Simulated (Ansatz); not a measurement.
Cartesian coordinates in Å:
```
C 0.6383 -0.3862 2.1709
S 1.0137 -0.7157 0.4259
Si -0.8055 0.2466 -0.5435
C -1.2738 -0.8406 -1.9977
Al 1.1765 1.5931 -0.4048
H 1.5715 -0.4524 2.7288
H -0.0662 -1.1354 2.5292
H 0.2172 0.6111 2.2963
H -1.8317 0.1057 0.5323
H -2.1217 -0.3937 -2.5246
H -1.5567 -1.8450 -1.6771
H -0.4459 -0.9138 -2.7055
H 2.0917 1.6126 -1.7011
H 1.3925 2.5136 0.8709
```

Total charge 0; spin multiplicity 1. The bonds changed during the relaxation, so this is another structure than the one it started from.

(1) List the B3LYP/def2-TZVPP orbital energies in eV (Ansatz). (An estimate is asked.)

Results:

(1) The calculation gave: Occupied: -2418.23, -1798.96, -1523.84, -277.95, -276.63, -216.23, -160.78, -160.67, -160.62, -143.48, -111.82, -98.88, -98.77, -98.72, -72.52, -72.42, -72.36, -21.72, -19.32, -17.85, -13.80, -12.44, -12.03, -11.61, -11.39, -10.88, -10.30, -9.09, -8.81, -7.97, -7.77, -6.26. Lowest empty: -0.62, -0.32, -0.11, 0.62, 0.79, 1.32, 1.52, 1.68.

B3LYP here is the variant with VWN-RPA as its local correlation; programs differ in this.
